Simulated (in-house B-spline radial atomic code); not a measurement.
A fraction x of an electron is removed from 2p in Al4+, starting from [He] 2s2 2p5 and keeping the highest spin. All numbers are computed (scalar-relativistic (X2C) Hartree-Fock with fractional occupations, spin-polarised, spherical fractional occupations; Fermi nucleus of rms radius 3.061 fm) with an all-electron radial atomic-structure program (B-spline basis), not measured.

Caution: exact exchange at fractional occupations of open shells leaves self-interaction of up to several eV.

```csv
x,E(x) - E(0) (eV),2p down level (eV)
0,0.0000,-141.937
0.04,5.6943,-142.777
0.19,27.3480,-145.945
0.37,53.9632,-149.787
0.38,55.4622,-150.002
0.5,73.6174,-152.589
0.55,81.2739,-153.672
0.75,112.4442,-158.040
0.87,131.5675,-160.685
0.9,136.3980,-161.349
1,152.6440,-163.572
```

The exact functional would give a straight line between the two integer points. Deviations E(x) - E(0) - x[E(1) - E(0)], in eV: -0.411 at x = 0.04, -1.654 at x = 0.19, -2.515 at x = 0.37, -2.543 at x = 0.38, -2.705 at x = 0.5, -2.68 at x = 0.55, -2.039 at x = 0.75, -1.233 at x = 0.87, -0.982 at x = 0.9.

The curve lies below the straight line by up to 2.705 eV (at x = 0.5): with spherically averaged exact exchange in an open shell, this holds the self-interaction named above.

Question: How well does Slater's transition state (minus the level at half occupation) give the ionisation energy?

Answer: It gives 152.589 eV against 152.644 eV from the two total energies; NIST lists 153.83 eV, ground level to ground level. The end point has an open shell averaged over its orbitals, so its exact exchange keeps a self-interaction and this is no true integer point.
